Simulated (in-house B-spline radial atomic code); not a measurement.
## RPA and G0W0 on CAM-B3LYP: Gd3+

Configuration [Xe] 4f7, highest spin, mean-field start CAM-B3LYP. Computed with an all-electron radial atomic-structure program (B-spline basis): all electrons, scalar-relativistic (spin-free one-electron X2C), finite nucleus, each spin shell either full or empty, empty states to l = 9 with an (l + 1/2)⁻⁴ tail; G0W0 by contour deformation at full frequency.

Without the two-electron picture change, the correlation of inner shells comes somewhat too large for so heavy an element.

Command:
```bash
python run_gw.py task.json out
```
Settings (radii: box in bohr, nucleus in fm):
```
Z                        64
electrons                61
configuration            [Xe] 4f7
hamiltonian              x2c
method                   camb3lyp
lmax                     9
rms_radius               5.1569
spin_polarised           True
box_radius               14.14
intervals                68
```

Run time, properties included: 7.8 s on 1 thread of Arm Neoverse V2, on a shared host.

Energies (hartree):

```json
{"term": "mean-field total", "value": "-11270.09353"}
{"term": "Hartree-Fock functional on these orbitals", "value": "-11265.48269"}
{"term": "direct second order", "value": "-5.8746"}
{"term": "second-order exchange", "value": "1.559"}
{"term": "SOSEX correction", "value": "1.4512"}
```

(1) What is the RPA correlation energy, and what remains with SOSEX?

Quasi-particle levels (eV):

```json
{"level": "4f up", "occupied": "yes", "mean field": "-40.08", "Σx - vxc": "-8.14", "Σc": "?", "QP weight": "?", "G0W0": "?"}
{"level": "5p down", "occupied": "yes", "mean field": "-53.78", "Σx - vxc": "-2.74", "Σc": "-1.01", "QP weight": "0.952", "G0W0": "-57.54"}
{"level": "5p up", "occupied": "yes", "mean field": "-56.14", "Σx - vxc": "-3.78", "Σc": "-0.17", "QP weight": "0.925", "G0W0": "-60.09"}
{"level": "4f down", "occupied": "no", "mean field": "-24.616", "Σx - vxc": "12.69", "Σc": "-8.68", "QP weight": "0.920", "G0W0": "-20.599"}
```

G0W0 = mean field + (Σx - vxc) + Σc, with Σc (partial-wave tail included) taken at the quasi-particle energy. Only the outer levels were computed. Levels of low weight are left out.

(2) Where does G0W0 put 4f up?

Results:

(1) RPA gives -5.1227 hartree (-2.29 eV per electron); RPA + SOSEX gives -3.6715, and the second-order doubles -4.3156 hartree (no singles). RPA lacks exchange-type terms and so overcorrelates at short range.

(2) At -45.38 eV, with Σc = 2.84 eV and a quasi-particle weight of 0.917. The tabulated removal energy is 44.44 ± 0.08 eV (NIST, semi-empirical); the calculation leaves out spin-orbit coupling, Breit and QED terms, and what these don't explain is the method's own error.
